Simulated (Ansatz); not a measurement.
The same path of a periodic cell of 13 atoms, LiMg₁₂ (surface Mg(0001), adsorbate Li) was run twice with different band settings. Lost on the way: Mg10–Li13, Mg11–Li13. Made: Mg9–Li13, Mg12–Li13.

Level of theory: DFT PBE-D3(BJ), scalar-relativistic, plane waves, PAW in Ansatz 0.2.0. Settings: cutoff 420 eV, k mesh 5x5x1, gaussian smearing 0.1 eV, no spin polarisation.

Relaxed end points:

```xyz
13
Lattice="6.4200 0.0000 0.0000 3.2100 5.5599 0.0000 0.0000 0.0000 17.2130" Properties=species:S:1:pos:R:3
Mg 0.000 0.000 1.000
Mg 3.210 0.000 1.000
Mg 1.605 2.780 1.000
Mg 4.815 2.780 1.000
Mg -0.012 1.848 3.613
Mg 3.206 1.851 3.572
Mg 1.627 4.648 3.578
Mg 4.805 4.627 3.617
Mg 0.043 0.026 6.304
Mg 3.235 -0.032 6.096
Mg 1.588 2.821 6.083
Mg 4.773 2.756 6.305
Li 2.342 1.376 8.439
```

```xyz
13
Lattice="6.4200 0.0000 0.0000 3.2100 5.5599 0.0000 0.0000 0.0000 17.2130" Properties=species:S:1:pos:R:3
Mg 0.000 0.000 1.000
Mg 3.210 0.000 1.000
Mg 1.605 2.780 1.000
Mg 4.815 2.780 1.000
Mg -0.004 1.851 3.572
Mg 3.198 1.848 3.613
Mg 1.595 4.627 3.617
Mg 4.837 4.648 3.578
Mg 0.025 -0.032 6.096
Mg 3.253 0.026 6.304
Mg 1.563 2.756 6.305
Mg 4.798 2.821 6.083
Li 5.552 1.376 8.439
```

Common settings: climbing image yes; spring 5.0 eV/Å²; optimiser quadratic models (default); force threshold 0.05 eV/Å; end points relaxed; atoms held 1 to 4.

| run | movable images | start path | iteration limit |
| --- | --- | --- | --- |
| 1 | 5 | IDPP | 80 |
| 2 | 2 | default | 50 |

Q: What does each run give, and how far can it be trusted?

A: Run 1: converged after 5 iterations, highest image 0.000 eV above the first end. A structure lower than the first end lies on the path between it and the top, so the climb from that side starts below the end, which may itself be a saddle point or a shallow side well. A structure lower than the last end lies on the path between it and the top, so the climb from that side starts below the end, which may itself be a saddle point or a shallow side well. The top lies less than 8 meV above the higher end, about what the thresholds resolve: the motion is nearly free. By the program's own check the climbing image is of a kind that is not told: the force calls were inconclusive, a negative curvature could not be distinguished from the path's own, the only one lies far off the path, or fixed occupations may fill a level only in part (lowest curvatures found: -0.05 and 0.12 eV/Å²).
Run 2: converged after 5 iterations, highest image 0.000 eV above the first end. The highest image is an end point: on this band no image between the ends rises above it. Inner images lie up to 0.010 eV below the lower end, so the ends aren't the lowest states on this path. So few images can step over the top or miss a turn of the path.
Limits of this set-up: coarse k mesh, thin slab, slab without dipole correction, a typed lattice constant that wasn't relaxed here.
